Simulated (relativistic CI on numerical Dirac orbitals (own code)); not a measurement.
## Ligand-field terms of d1

Computed with a parametric ligand-field model of a d^n configuration (Racah B and C, spin-orbit zeta, crystal field), exact diagonalisation.

Field parameters in Wybourne normalisation: Oh B⁴₀ = 21Dq, B⁴₄ = √(5/14) B⁴₀. The field is a parameter set, without covalency.

Ground term and bands for B = 890, C = 3330, ζ = 0 cm⁻¹, Oh, 10Dq = 32930 cm⁻¹?

Ground term 2T2 with 0.00 electrons in the two orbitals of the cubic e set. Spin-allowed: 2E 32930 cm⁻¹ (304 nm). Lowest spin-forbidden: none.

Ground term and bands for B = 890, C = 3330, ζ = 0 cm⁻¹, Oh, 10Dq = 9790 cm⁻¹?

Ground term 2T2 with 0.00 electrons in the two orbitals of the cubic e set. Spin-allowed: 2E 9790 cm⁻¹ (1021 nm). Lowest spin-forbidden: none.

Ground term and bands for B = 890, C = 3330, ζ = 0 cm⁻¹, Oh, 10Dq = 8010 cm⁻¹?

Ground term 2T2 with 0.00 electrons in the two orbitals of the cubic e set. Spin-allowed: 2E 8010 cm⁻¹ (1248 nm). Lowest spin-forbidden: none.

Ground term and bands for B = 890, C = 3330, ζ = 0 cm⁻¹, Oh, 10Dq = 11570 cm⁻¹?

Ground term 2T2 with 0.00 electrons in the two orbitals of the cubic e set. Spin-allowed: 2E 11570 cm⁻¹ (864 nm). Lowest spin-forbidden: none.

Ground term and bands for B = 890, C = 3330, ζ = 0 cm⁻¹, Oh, 10Dq = 22250 cm⁻¹?

Ground term 2T2 with 0.00 electrons in the two orbitals of the cubic e set. Spin-allowed: 2E 22250 cm⁻¹ (449 nm). Lowest spin-forbidden: none.
